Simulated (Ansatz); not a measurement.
Single points on B₂As₂.

```yaml
crystal:
  periodic: [false, false, false]
  atoms:
    - {symbol: B, position_ang: [-0.589842, 0.398172, 0.379106]}
    - {symbol: B, position_ang: [0.588910, -0.399740, -0.378868]}
    - {symbol: As, position_ang: [-1.248410, 0.523039, -1.332464]}
    - {symbol: As, position_ang: [1.249331, -0.521471, 1.332226]}
basis:
  gaussian: {orbitals: def2-TZVP, initial_orbitals: start.molden}
hamiltonian: {xc: {name: B3LYP}, dispersion: d4}
scf: {omitted_lower_state_checks: [starts]}
output: {orbitals: {seedname: orbitals}}
```

The file start.molden holds the orbitals of an earlier run on this structure, at another level or in another basis.

```sh
$ ansatz run in.yaml --threads 2 --pin off --events-out ev --progress --plain --max-ram 4352MiB
```

Output, abridged:

```
Functional definition: B3LYP
1170 factors; their error is unknown
mean field evaluation 1: about -123033.8270 eV, gradient 6.0e0 eV
mean field evaluation 2: about -123033.8795 eV, gradient 5.3e-2 eV
mean field evaluation 4: about -123034.2831 eV, gradient 2.2e-4 eV
mean field evaluation 8: about -123034.2831 eV, gradient 2.6e-5 eV
mean field evaluation 16: about -123034.2831 eV, gradient 9.3e-6 eV
mean field -123034.28306500 eV, -4521.4265070066 hartree, gradient 9.3e-6 eV, S^2 0.000000; 0 other end points of the search recorded, 0 dependent functions left out
reference -123034.28327730 eV, -4521.4265148082 hartree; 38, 38 occupied and 120, 120 virtual orbitals, 1170 factors
Total energy: -123034.52845863 eV, -4521.4355250561 hartree
Checks for a lower state left out: starts
```

Run time 11 s (2 threads of Intel Xeon Platinum 8259CL on a shared host), peak host memory 0.59 GiB.

The first input with `hamiltonian: {xc: {name: B2PLYP}}` and without the key `output` (abridged; 7 s):

```
Functional definition: B2PLYP
mean field -123004.01867706 eV, -4520.3143112635 hartree, gradient 2.6e-6 eV, S^2 0.000000
20 core orbitals not correlated: weight in the atoms' cores, before any rotation towards them, 1.000 or more for the frozen orbitals, at most 0.000 for the correlated occupied ones
second order -24.30773505 eV of doubles, -0.00000000 eV of singles
Total energy: -123010.58189994 eV, -4520.5555052558 hartree
Checks for a lower state left out: starts
```

First input, but with `gaussian: {orbitals: "def2-QZVPP.json", initial_orbitals: start.molden}`, `correlation: {method: mp2}` and without the key `hamiltonian` (abridged; 33 s):

```
Functional definition: HF
mean field -122933.57066627 eV, -4517.7253946183 hartree, gradient 3.2e-6 eV, S^2 0.000000; unrestricted orbitals would lower it
20 core orbitals not correlated: weight in the atoms' cores, before any rotation towards them, 1.000 or more for the frozen orbitals, at most 0.000 for the correlated occupied ones
second order -34.94581959 eV of doubles, -0.00000000 eV of singles
Total energy: -122968.51648585 eV, -4519.0096298010 hartree
Checks for a lower state left out: starts
```

As the first input, with `hamiltonian: {xc: {name: r2SCANh}, dispersion: d4}` (abridged; 6.5 s):

```
Functional definition: r2SCANh
mean field -123030.33493206 eV, -4521.2814157972 hartree, gradient 1.5e-5 eV, S^2 0.000000
Total energy: -123030.36737055 eV, -4521.2826078896 hartree
Checks for a lower state left out: starts
```

First input, but with `gaussian: {orbitals: 6-31G, initial_orbitals: start.molden}`, `hamiltonian: {xc: hf}` (abridged; 1.4 s):

```
Functional definition: HF
mean field -122910.72563482 eV, -4516.8858551975 hartree, gradient 3.0e-5 eV, S^2 0.000000
Total energy: -122910.72563482 eV, -4516.8858551975 hartree
Checks for a lower state left out: starts
```

As the first input, with `correlation: {method: mp2}` and without the key `hamiltonian` (abridged; 8 s):

```
Functional definition: HF
mean field -122931.08603831 eV, -4517.6340862249 hartree, gradient 5.0e-6 eV, S^2 0.000000; unrestricted orbitals would lower it
20 core orbitals not correlated: weight in the atoms' cores, before any rotation towards them, 1.000 or more for the frozen orbitals, at most 0.000 for the correlated occupied ones
second order -19.26962585 eV of doubles, -0.00000000 eV of singles
Total energy: -122950.35566416 eV, -4518.3422319135 hartree
Checks for a lower state left out: starts
```

The first input with `hamiltonian: {xc: {name: CAM-B3LYP}, dispersion: d4}` (abridged; 14 s):

```
Functional definition: CAM-B3LYP
mean field -123037.12717949 eV, -4521.5310262861 hartree, gradient 1.6e-5 eV, S^2 0.000000
Total energy: -123037.25742034 eV, -4521.5358125492 hartree
Checks for a lower state left out: starts
```

Geometry: B3LYP-D4/def2-SVP.

The 6-31G sets use Cartesian d functions. B3LYP takes the VWN-RPA correlation. Correlated methods freeze 20 core orbitals; core or outer-core shells of As are correlated, in sets that lack core-valence functions. The restricted singlet is unstable towards broken spin symmetry at other levels; at B3LYP-D4/def2-TZVP, B2PLYP/def2-TZVP, r2SCANh-D4/def2-TZVP, CAM-B3LYP-D4/def2-TZVP this wasn't settled. At MP2/def2-QZVPP, MP2/def2-TZVP the restricted singlet (for correlated methods, its reference) is unstable: a solution with broken spin symmetry lies lower. The restricted singlet is unstable towards broken spin symmetry in Hartree–Fock (as tested in another run); at HF/6-31G this wasn't settled. At PBE0-D4/def2-TZVP a triplet of charge 0 lies 1.30 eV below the restricted singlet, each at its own geometry. The structure comes from a short search, and lower isomers may exist.
